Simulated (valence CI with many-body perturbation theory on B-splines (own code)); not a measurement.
**Hyperfine factors and g values of Rb¹⁶⁺**

Calculated by valence CI with perturbative core correlation (CI+MBPT): three valence electrons over a frozen Dirac-Fock core [Ar], a basis of 9 s, 9 p, 10 d, 8 f, 5 g, 3 h, 1 i functions for each j, with the one-electron correlation potential Σ1, the two-electron term Σ2, the three-electron term Σ3, Breit, model QED; selected CI, second order for the rest (own B-spline code, finite nucleus).

No measured levels were compared; by estimate terms of the open shell hold to 2 to 4 % of their energy, and close levels can change places. Core correlation moves these levels by up to 5200 cm⁻¹, and in measured spectra 5 to 20 % of such shifts remained as error; rates that hang on mixing are uncertain with them. Only levels of the ground parity were solved; by the run's estimate the other parity begins above the list, which can be wrong where configurations are misplaced.

A/g_I is the dipole constant over the nuclear g factor μ/I (μ in nuclear magnetons, uniformly magnetised nucleus), B/Q the quadrupole constant per barn. Both hold the static response of the core; the bare values leave it out. Large factors of s and p1/2 electrons are usually good to 5 to 10 %; those of open d and f shells near neutrality can be off by tens of per cent, and small factors of p3/2, d and f electrons come from cancelling terms and can be off by a factor of two or in sign, in half-filled shells by more. B is blank for J = 1/2, where it vanishes, and for nearly pure S terms. Energies count from the lowest level.

Names give the largest LS component (configuration and term), which can be under half, so a name can repeat, a term be missing and a line seem to break the LS rules; names also repeat where a configuration has a term twice. Letters in brackets count levels of one name in rising energy.

```
         Level  E (cm⁻¹)      g  A/g_I (MHz)  A/g_I bare  B/Q (MHz/b)  B/Q bare
    3d³ ⁴F_3/2       0.0  0.416         6660        6420        -1560     -1600
    3d³ ⁴F_5/2      7146  1.029         3820        3860        -1440     -1490
    3d³ ⁴F_7/2     14958  1.229         3070        3190        -1820     -1870
    3d³ ⁴F_9/2     22621  1.315         2990        3150        -2420     -2490
    3d³ ⁴P_3/2     45348  1.548         2980        3240        -2930     -3010
    3d³ ⁴P_1/2     47318  2.400        -4250       -3580                       
    3d³ ²G_7/2     54743  0.897         4580        4560         2280      2350
    3d³ ²G_9/2     58009  1.048         4050        4090         4750      4890
    3d³ ⁴P_5/2     58190  1.583          914        1200         3770      3880
3d³ ²D_3/2 [a]     67474  1.130         3930        4000        -3880     -4000
    3d³ ²P_1/2     71827  0.932          177         196                       
   3d³ ²H_11/2     78551  1.089         3780        3840         8450      8690
    3d³ ²H_9/2     79922  0.986         3510        3530         4890      5040
3d³ ²D_5/2 [a]     82031  1.207         3280        3390        -2630     -2710
    3d³ ²P_3/2     89913  1.164         3110        3200          499       506
    3d³ ²F_7/2    113980  1.139         3730        3810         2470      2550
    3d³ ²F_5/2    116110  0.868         3730        3700         3980      4110
3d³ ²D_5/2 [b]    174140  1.190         2830        2940         5310      5470
3d³ ²D_3/2 [b]    176120  0.798         6200        6120         5040      5190
```

(1) Take the isotope of mass number 85, with I = 5/2, μ = 1.35306 μN and Q = 0.276 b. What is the hyperfine structure of 3d³ ⁴F_7/2?

## Answers

(1) From the table A = 1660 MHz, B = -501 MHz. Shifts from the centre of gravity in MHz: F = 1: -18900, F = 2: -15500, F = 3: -10300, F = 4: -3580, F = 5: 4700, F = 6: 14400.
